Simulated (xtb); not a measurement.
C₂H₅O₂ (SMILES COC=[OH+]), charge +1, singlet, at a GFN2-xTB geometry. Base run: xtb with GFN2-xTB.

Geometry (Å):
```xyz
9

C     -0.8819     0.0090    -0.0742
O     -0.7197    -1.1455     0.4567
O      0.0580     0.7778    -0.3444
H     -1.8759     0.3956    -0.3267
C      1.4366     0.4781    -0.1003
H      1.8241     1.2658     0.5491
H      1.5770    -0.5027     0.3510
H      1.9521     0.5435    -1.0606
H     -1.5123    -1.6838     0.6353
```
Charge +1, spin multiplicity 1.
All else is at xtb's defaults.
Base energy -14.48599 Eh.

Each row names what was changed in the base input (with any setting that the change needs).

| change | ΔE vs base (kJ/mol) | HOMO-LUMO gap (eV) | G_solv (kcal/mol) | SCF cycles |
|---|---|---|---|---|
| base | 0.00 | 4.43 | - | 10 |
| alpb = ether | (withheld) | (withheld) | (withheld) | 9 |
| etemp = 5000 | -1.23 | 4.48 | - | 10 |
| etemp = 3000 | -0.02 | 4.43 | - | 10 |
| gbsa = chcl3 | -210.6 | 4.62 | -50.47 | 10 |

**Question.** Some entries are withheld; supply them.

**Answer.** 
- alpb = ether, ΔE vs base (kJ/mol): -225.3
- alpb = ether, HOMO-LUMO gap (eV): 4.55
- alpb = ether, G_solv (kcal/mol): -54.82

ALPB and GBSA are two models with their own fitted parameters for each solvent, which aren't always the measured dielectric constant.
